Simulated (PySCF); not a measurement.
# BI, PBE: how much the basis matters

PySCF, UKS reference; singlet, unpaired electrons none; De to B + I without counterpoise correction.

| basis | relativity | functions | Re (Å) | ωe (cm⁻¹) | De (eV) | μ (D) |
| --- | --- | --- | --- | --- | --- | --- |
| cc-pVDZ/cc-pVDZ-PP | scalar-relativistic core potentials | 37 | 2.164 | 566 | 4.00 | 1.36 |
| x2c-SVPall | spin-free X2C | 50 | 2.144 | 578 | 4.08 | 1.74 |
| aug-cc-pVDZ/aug-cc-pVDZ-PP | scalar-relativistic core potentials | 55 | 2.160 | 562 | 3.99 | 1.39 |
| def2-TZVPP | scalar-relativistic core potentials | 81 | 2.146 | 564 | 4.01 | 1.48 |

Task: How does each smaller set differ from the one with most functions, def2-TZVPP?

Result: cc-pVDZ/cc-pVDZ-PP: +1.8 pm, +0.4 % in ωe, -0.01 eV in De; x2c-SVPall: -0.2 pm, +2.5 % in ωe, +0.07 eV in De; aug-cc-pVDZ/aug-cc-pVDZ-PP: +1.4 pm, -0.4 % in ωe, -0.02 eV in De. All at PBE; the set with most functions is neither the basis-set limit nor always the best. The rows treat relativity differently, so the differences are not basis effects alone.

A positive dipole means B(−)I(+). Spin–orbit coupling is left out, which matters for elements this heavy, above all for dissociation energies.
